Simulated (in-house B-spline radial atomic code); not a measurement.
**Ionising La⁺ with different functionals**

Computed with a B-spline radial code for spherical atoms: four-component Dirac-Coulomb Hamiltonian, Fermi nucleus of rms radius 4.855 fm, spin-restricted, spherical fractional occupations for the functionals, and exact exchange of hybrids averaged over the configuration. The ionisation energy is the difference of two self-consistent energies, [Xe] 5d2 → [Xe] 5d1, without Breit or QED terms; ε is the level of the shell that loses the electron (mean over j). The electron is taken from both j subshells in proportion to 2j + 1, so the result is a j average, not the step between ground levels.

```tsv
method	rung	ΔSCF (eV)	-ε(5d) (eV)
B97-1	global hybrid	10.72	7.92
BHandHLYP	global hybrid	10.65	9.00
PBE0	global hybrid	10.75	8.11
LC-wPBE	range-separated hybrid	10.62	10.41
```

Among the functionals, which spreads more, the ΔSCF values or the orbital energies?

The orbital energies: ΔSCF values span about 0.13 eV and the orbital energies 2.49 eV; here energy differences depend much less on the functional than eigenvalues do.

How do they compare with the NIST value?

NIST lists 11.185 eV (measured, ground level to ground level). Errors run from -0.56 to -0.43 eV; PBE0 is closest (-0.43 eV), but part of that can be cancellation, since the calculations leave out Breit-QED terms, spin polarisation, the choice among j levels, multiplet and fine-structure energies.
